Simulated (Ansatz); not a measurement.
A structure relaxed at PBE0-D4/def2-TZVP, charge 0, multiplicity 1:

Cartesian coordinates in Å:
```
O 2.2929 -0.9225 -0.3323
Si 1.1742 -1.4395 0.7420
O -0.0266 -0.3244 0.9004
Si -0.8329 0.6610 -0.0997
O -2.3468 0.1860 -0.4510
O 0.0231 0.6139 -1.4992
O -0.9567 2.1430 0.5667
H 1.9263 -0.5149 -1.1244
H 0.5484 -2.7165 0.3170
H 1.8554 -1.5849 2.0453
H -3.0426 0.4729 0.1418
H -0.4052 0.9646 -2.2817
H -0.2096 2.4612 1.0751
```

(1) Give its formula and SMILES.

(2) Point group (tolerance 0.08 Å, 0.16 Å for H)?

(3) Summarise the bond lengths by kind.

Results:

(1) H6O5Si2, `O[SiH2]O[Si](O)(O)O`.

(2) C1.

(3) 6 × O–Si 1.619 to 1.646 Å; 4 × H–O 0.958 to 0.963 Å; 2 × H–Si 1.478 to 1.484 Å.

All numbers were calculated with Ansatz.
